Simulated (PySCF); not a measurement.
C₂H₈N, SMILES C[NH2+]C, charge +1. Geometry optimised at B3LYP-D3(BJ)/def2-SVP. The isomer is the one that the SMILES or the coordinates give; other isomers of the formula were not compared.

Computed equilibrium geometry at B3LYP-D3(BJ)/def2-SVP (PySCF confirms it by a frequency run) as bond lengths and angles, and its point group:
point group C2v.
Atoms: C1 N2 C3 H4 H5 H6 H7 H8 H9 H10 H11. Bonds (Å): C1–N2 1.501, C1–H4 1.097, C1–H5 1.097, C1–H6 1.097, N2–C3 1.501, N2–H7 1.030, N2–H8 1.030, C3–H9 1.097, C3–H10 1.097, C3–H11 1.097. Bond angles (°): N2–C1–H4 109.1, N2–C1–H5 108.6, N2–C1–H6 108.6, H4–C1–H5 110.3, H4–C1–H6 110.3, H5–C1–H6 110.1, C1–N2–C3 114.6, C1–N2–H7 109.2, C1–N2–H8 109.2, C3–N2–H7 109.2, C3–N2–H8 109.2, H7–N2–H8 105.1, N2–C3–H9 109.1, N2–C3–H10 108.6, N2–C3–H11 108.6, H9–C3–H10 110.3, H9–C3–H11 110.3, H10–C3–H11 110.1.
Charge +1, spin multiplicity 1.
